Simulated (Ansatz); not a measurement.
In₆Sb₅H₁₈⁻, a cluster cut from wurtzite InSb (hydrogen-capped). Total charge -1; triplet. Geometry PBE-D4/def2-SVP, that of the charge -1 singlet; atoms count from 1.

```tsv
atom	x (Å)	y (Å)	z (Å)
In1	-1.5961	2.7666	1.6541
Sb2	1.1448	2.2549	0.8503
Sb3	-0.4347	-1.3295	3.0035
In4	2.0335	-0.0507	2.2189
In5	2.2126	2.1574	-1.8463
Sb6	2.7524	-1.8422	0.0706
Sb7	-2.8039	0.6941	0.0654
In8	-2.8504	-1.8378	1.3816
In9	-2.4567	0.7104	-2.7988
Sb10	0.3795	0.1843	-2.8604
In11	1.2330	-2.4955	-2.3758
H12	-1.6857	2.3185	3.3514
H13	-2.0634	4.3465	1.0592
H14	2.1021	3.4267	1.6878
H15	-0.8806	-0.4643	4.4236
H16	0.0482	-2.7499	3.8664
H17	3.2198	-0.0454	3.5080
H18	1.9292	3.7068	-2.6124
H19	3.8110	1.4407	-1.6986
H20	4.3252	-1.2998	-0.3726
H21	3.3267	-3.2758	0.8521
H22	-4.4715	1.1147	0.2351
H23	-4.1325	-1.9546	2.5703
H24	-2.3211	-3.1705	0.3833
H25	-2.7094	2.3531	-3.3574
H26	-3.2937	-0.6771	-3.4674
H27	0.7354	0.2795	-4.5489
H28	-0.0175	-3.5359	-1.7382
H29	2.4638	-3.0254	-3.5047
```

In the def2 sets In, Sb take a core potential; there is no spin–orbit coupling. Single mean-field runs in def2-TZVP are fitted with def2-universal-jkfit. At PBE0-D4/def2-TZVP a singlet of charge -1 lies 3.87 eV below the triplet at the same geometry.

Question: Estimate the Mulliken populations from the PBE0/def2-TZVP orbitals of Ansatz.

Answer: 
```
atom  charge (e)  spin (α − β)
 In1        0.14          0.26
 Sb2       -0.09          0.62
 Sb3       -0.14          0.15
 In4        0.21          0.17
 In5        0.14          0.26
 Sb6       -0.14          0.15
 Sb7       -0.28          0.05
 In8        0.25          0.01
 In9        0.26         -0.01
Sb10       -0.29          0.05
In11        0.25          0.01
 H12       -0.11          0.03
 H13       -0.12          0.01
 H14        0.01         -0.04
 H15        0.01          0.00
 H16       -0.01          0.01
 H17       -0.15          0.13
 H18       -0.12          0.01
 H19       -0.11          0.03
 H20        0.01          0.00
 H21       -0.01          0.01
 H22       -0.01          0.01
 H23       -0.12          0.02
 H24       -0.09          0.01
 H25       -0.12          0.00
 H26       -0.13          0.00
 H27       -0.01          0.01
 H28       -0.09          0.01
 H29       -0.12          0.02
```
Mulliken values depend strongly on the basis.

Question: Where does the spin sit?

Answer: Summed by element: In 0.70, Sb 1.03, H 0.27, of 2 unpaired in all. Largest on single atoms: Sb2 0.62, In5 0.26, In1 0.26.

Question: And the Mayer bond orders between heavy atoms (over 0.3)?

Answer: In1–Sb2 0.52 (2.90 Å); In1–Sb7 0.69 (2.88 Å); Sb2–In4 0.67 (2.82 Å); Sb2–In5 0.52 (2.90 Å); Sb3–In4 0.63 (2.89 Å); Sb3–In8 0.54 (2.95 Å); In4–Sb6 0.63 (2.89 Å); In5–Sb10 0.69 (2.88 Å); Sb6–In11 0.54 (2.95 Å); Sb7–In8 0.73 (2.85 Å); Sb7–In9 0.66 (2.89 Å); In9–Sb10 0.66 (2.89 Å); Sb10–In11 0.73 (2.85 Å).
